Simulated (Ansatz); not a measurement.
## Molecular dynamics of ClHInO

input.yaml

```yaml
crystal:
  periodic: [false, false, false]
  atoms:
    - { symbol: O, position_ang: [-1.662069, -0.00816, -0.279933] }
    - { symbol: In, position_ang: [0.300771, -0.028049, 0.052153] }
    - { symbol: Cl, position_ang: [1.983177, -1.191224, 1.152067] }
    - { symbol: H, position_ang: [-0.566279, 1.167133, -0.944688] }
magnetization:
  spin_polarized: true
  initial_magnetization: 1
basis:
  gaussian: { orbitals: def2-SVP }
hamiltonian:
  xc: pbe0
md:
  timestep: 0.5
  n_steps: 200
  ensemble: nve
  temperature: 100.0
  initial_velocities: maxwell_boltzmann
  seed: 12261
```

Run as:

```bash
$ ansatz run input.yaml --threads 1 --pin off --max-ram 2048MiB --backend cpu --events-out ev --progress --plain --runs-dir out
```

It starts at the highest image of a converged band. Of that band: Neighbouring images differ by up to 2.0 eV, so the band resolves the path poorly. A vibrational analysis at the climbing image gives one clearly imaginary mode, 1151i cm⁻¹: a first-order saddle point.

Output, in part (one step line in 4, the closing report, with atoms numbered from 0):

```
md step     0: t =     0.00 fs  T =   100.0 K  F+E_penalty+E_count = -19745.81516984 eV  E_kin = 0.025852 eV  conserved = -19745.78931784 eV  (50 SCF iters)
md step     4: t =     2.00 fs  T =   105.1 K  F+E_penalty+E_count = -19745.81646651 eV  E_kin = 0.027171 eV  conserved = -19745.78929514 eV  (37 SCF iters)
md step     8: t =     4.00 fs  T =   145.4 K  F+E_penalty+E_count = -19745.82682001 eV  E_kin = 0.037595 eV  conserved = -19745.78922518 eV  (35 SCF iters)
md step    12: t =     6.00 fs  T =   293.9 K  F+E_penalty+E_count = -19745.86500054 eV  E_kin = 0.075987 eV  conserved = -19745.78901333 eV  (36 SCF iters)
md step    16: t =     8.00 fs  T =   789.0 K  F+E_penalty+E_count = -19745.99213998 eV  E_kin = 0.203962 eV  conserved = -19745.78817845 eV  (40 SCF iters)
md step    20: t =    10.00 fs  T =  2571.4 K  F+E_penalty+E_count = -19746.45014159 eV  E_kin = 0.664755 eV  conserved = -19745.78538665 eV  (38 SCF iters)
md step    24: t =    12.00 fs  T =  7747.9 K  F+E_penalty+E_count = -19747.79926893 eV  E_kin = 2.002999 eV  conserved = -19745.79627006 eV  (33 SCF iters)
md step    28: t =    14.00 fs  T =  7122.7 K  F+E_penalty+E_count = -19747.60253115 eV  E_kin = 1.841358 eV  conserved = -19745.76117266 eV  (29 SCF iters)
md step    32: t =    16.00 fs  T = 10651.3 K  F+E_penalty+E_count = -19748.56544065 eV  E_kin = 2.753579 eV  conserved = -19745.81186186 eV  (30 SCF iters)
md step    36: t =    18.00 fs  T =  4584.9 K  F+E_penalty+E_count = -19746.97155448 eV  E_kin = 1.185300 eV  conserved = -19745.78625446 eV  (37 SCF iters)
md step    40: t =    20.00 fs  T =  2417.7 K  F+E_penalty+E_count = -19746.41133285 eV  E_kin = 0.625027 eV  conserved = -19745.78630536 eV  (40 SCF iters)
md step    44: t =    22.00 fs  T =  5521.9 K  F+E_penalty+E_count = -19747.21481251 eV  E_kin = 1.427515 eV  conserved = -19745.78729725 eV  (37 SCF iters)
md step    48: t =    24.00 fs  T =  9526.0 K  F+E_penalty+E_count = -19748.30309883 eV  E_kin = 2.462656 eV  conserved = -19745.84044301 eV  (34 SCF iters)
md step    52: t =    26.00 fs  T =  7172.3 K  F+E_penalty+E_count = -19747.68528109 eV  E_kin = 1.854187 eV  conserved = -19745.83109361 eV  (34 SCF iters)
md step    56: t =    28.00 fs  T =  5875.3 K  F+E_penalty+E_count = -19747.30803996 eV  E_kin = 1.518887 eV  conserved = -19745.78915325 eV  (36 SCF iters)
md step    60: t =    30.00 fs  T =  1765.6 K  F+E_penalty+E_count = -19746.24243278 eV  E_kin = 0.456442 eV  conserved = -19745.78599048 eV  (38 SCF iters)
md step    64: t =    32.00 fs  T =  2933.1 K  F+E_penalty+E_count = -19746.54390151 eV  E_kin = 0.758252 eV  conserved = -19745.78564928 eV  (39 SCF iters)
md step    68: t =    34.00 fs  T =  8813.1 K  F+E_penalty+E_count = -19748.08176829 eV  E_kin = 2.278373 eV  conserved = -19745.80339564 eV  (37 SCF iters)
md step    72: t =    36.00 fs  T =  6380.3 K  F+E_penalty+E_count = -19747.39509169 eV  E_kin = 1.649427 eV  conserved = -19745.74566420 eV  (34 SCF iters)
md step    76: t =    38.00 fs  T = 10334.8 K  F+E_penalty+E_count = -19748.47864720 eV  E_kin = 2.671751 eV  conserved = -19745.80689588 eV  (34 SCF iters)
md step    80: t =    40.00 fs  T =  4496.9 K  F+E_penalty+E_count = -19746.94912124 eV  E_kin = 1.162532 eV  conserved = -19745.78658876 eV  (41 SCF iters)
md step    84: t =    42.00 fs  T =  2388.8 K  F+E_penalty+E_count = -19746.40451381 eV  E_kin = 0.617563 eV  conserved = -19745.78695103 eV  (44 SCF iters)
md step    88: t =    44.00 fs  T =  4634.5 K  F+E_penalty+E_count = -19746.98576761 eV  E_kin = 1.198118 eV  conserved = -19745.78765000 eV  (41 SCF iters)
md step    92: t =    46.00 fs  T =  9216.3 K  F+E_penalty+E_count = -19748.19796001 eV  E_kin = 2.382594 eV  conserved = -19745.81536638 eV  (35 SCF iters)
md step    96: t =    48.00 fs  T =  2151.1 K  F+E_penalty+E_count = -19746.30638155 eV  E_kin = 0.556112 eV  conserved = -19745.75026972 eV  (35 SCF iters)
md step   100: t =    50.00 fs  T =  5566.5 K  F+E_penalty+E_count = -19747.23754918 eV  E_kin = 1.439050 eV  conserved = -19745.79849911 eV  (36 SCF iters)
md step   104: t =    52.00 fs  T =  2158.0 K  F+E_penalty+E_count = -19746.34512815 eV  E_kin = 0.557876 eV  conserved = -19745.78725243 eV  (40 SCF iters)
md step   108: t =    54.00 fs  T =  2255.9 K  F+E_penalty+E_count = -19746.37065590 eV  E_kin = 0.583189 eV  conserved = -19745.78746646 eV  (43 SCF iters)
md step   112: t =    56.00 fs  T =  5963.9 K  F+E_penalty+E_count = -19747.33027402 eV  E_kin = 1.541776 eV  conserved = -19745.78849805 eV  (37 SCF iters)
md step   116: t =    58.00 fs  T = 10720.7 K  F+E_penalty+E_count = -19748.58118734 eV  E_kin = 2.771514 eV  conserved = -19745.80967361 eV  (34 SCF iters)
md step   120: t =    60.00 fs  T = 10257.9 K  F+E_penalty+E_count = -19748.44712026 eV  E_kin = 2.651863 eV  conserved = -19745.79525712 eV  (31 SCF iters)
md step   124: t =    62.00 fs  T =  8144.3 K  F+E_penalty+E_count = -19747.89816306 eV  E_kin = 2.105456 eV  conserved = -19745.79270748 eV  (37 SCF iters)
md step   128: t =    64.00 fs  T =  3750.0 K  F+E_penalty+E_count = -19746.75587546 eV  E_kin = 0.969456 eV  conserved = -19745.78641927 eV  (37 SCF iters)
md step   132: t =    66.00 fs  T =  4325.1 K  F+E_penalty+E_count = -19746.90439785 eV  E_kin = 1.118125 eV  conserved = -19745.78627307 eV  (37 SCF iters)
md step   136: t =    68.00 fs  T =  9160.9 K  F+E_penalty+E_count = -19748.17358785 eV  E_kin = 2.368275 eV  conserved = -19745.80531330 eV  (34 SCF iters)
md step   140: t =    70.00 fs  T =  7541.2 K  F+E_penalty+E_count = -19747.71125921 eV  E_kin = 1.949546 eV  conserved = -19745.76171349 eV  (34 SCF iters)
md step   144: t =    72.00 fs  T =  9952.4 K  F+E_penalty+E_count = -19748.37449642 eV  E_kin = 2.572887 eV  conserved = -19745.80160977 eV  (35 SCF iters)
md step   148: t =    74.00 fs  T =  5205.0 K  F+E_penalty+E_count = -19747.13278590 eV  E_kin = 1.345601 eV  conserved = -19745.78718534 eV  (35 SCF iters)
md step   152: t =    76.00 fs  T =  4300.5 K  F+E_penalty+E_count = -19746.89919237 eV  E_kin = 1.111766 eV  conserved = -19745.78742648 eV  (38 SCF iters)
md step   156: t =    78.00 fs  T =  7561.6 K  F+E_penalty+E_count = -19747.74638096 eV  E_kin = 1.954815 eV  conserved = -19745.79156585 eV  (37 SCF iters)
md step   160: t =    80.00 fs  T =  9403.5 K  F+E_penalty+E_count = -19748.24743448 eV  E_kin = 2.430985 eV  conserved = -19745.81644922 eV  (32 SCF iters)
md step   164: t =    82.00 fs  T =  4444.7 K  F+E_penalty+E_count = -19746.94528099 eV  E_kin = 1.149048 eV  conserved = -19745.79623305 eV  (35 SCF iters)
md step   168: t =    84.00 fs  T =  2673.7 K  F+E_penalty+E_count = -19746.47838164 eV  E_kin = 0.691194 eV  conserved = -19745.78718804 eV  (35 SCF iters)
md step   172: t =    86.00 fs  T =  3015.1 K  F+E_penalty+E_count = -19746.56916685 eV  E_kin = 0.779453 eV  conserved = -19745.78971415 eV  (41 SCF iters)
md step   176: t =    88.00 fs  T =  5983.4 K  F+E_penalty+E_count = -19747.33704645 eV  E_kin = 1.546832 eV  conserved = -19745.79021398 eV  (38 SCF iters)
md step   180: t =    90.00 fs  T =  9936.7 K  F+E_penalty+E_count = -19748.36289530 eV  E_kin = 2.568841 eV  conserved = -19745.79405474 eV  (33 SCF iters)
md step   184: t =    92.00 fs  T = 11914.9 K  F+E_penalty+E_count = -19748.87302207 eV  E_kin = 3.080241 eV  conserved = -19745.79278083 eV  (31 SCF iters)
md step   188: t =    94.00 fs  T = 10931.2 K  F+E_penalty+E_count = -19748.62012541 eV  E_kin = 2.825932 eV  conserved = -19745.79419344 eV  (32 SCF iters)
md step   192: t =    96.00 fs  T =  7949.0 K  F+E_penalty+E_count = -19747.84472162 eV  E_kin = 2.054972 eV  conserved = -19745.78974956 eV  (39 SCF iters)
md step   196: t =    98.00 fs  T =  6657.9 K  F+E_penalty+E_count = -19747.50944791 eV  E_kin = 1.721212 eV  conserved = -19745.78823543 eV  (39 SCF iters)
md step   200: t =   100.00 fs  T =  8448.7 K  F+E_penalty+E_count = -19747.97569257 eV  E_kin = 2.184153 eV  conserved = -19745.79153922 eV  (50 SCF iters)
Total energy: -19747.97572113 eV, -725.7247220929 hartree
Atom 0 at    -1.727105    -0.313194    -0.133113 Å, force    -1.383453    -0.707384     0.208501 eV/Å
Atom 1 at     0.369072     0.073319     0.007078 Å, force    -2.821657    -0.413585    -0.249070 eV/Å
Atom 2 at     1.852761    -1.329356     1.207012 Å, force     0.147992    -0.161675     0.133032 eV/Å
Atom 3 at    -2.727444    -0.679909    -0.073002 Å, force     4.057118     1.282644    -0.092463 eV/Å
Dipole moment:    -0.025326     0.291045    -0.193889 e Å
```

All steps were run. The conserved energy wandered by up to 12.8 meV per atom (net -0.6 meV per atom), which is poor conservation. The system heated up, since it started high on the potential surface and ran downhill. A run of 0.1 ps of so small a system gives no equilibrium averages.

The step under study would form O1–H4 and break In2–H4. These pairs go: O1–H4 1.74 → 1.07 Å, In2–H4 1.78 → 3.19 Å. In the last frame they stand as after the step (other bonds may differ from the relaxed reactants and products). These pairs come and go: their bonding changes 19 times, last at 90 of 100 fs, so the outcome isn't settled. It ends as one piece, ClHInO. Pairs count as bonded within 1.25 times the sum of covalent radii (0.12 Å more for H–H).

Last frame:

```xyz
4
Properties=species:S:1:pos:R:3
O -1.727 -0.313 -0.133
In 0.369 0.073 0.007
Cl 1.853 -1.329 1.207
H -2.727 -0.680 -0.073
```

The run took 4.7 min on 1 thread of AMD EPYC 9R45 96-Core Processor (Zen 5) (shared host), peak memory 0.23 GiB.
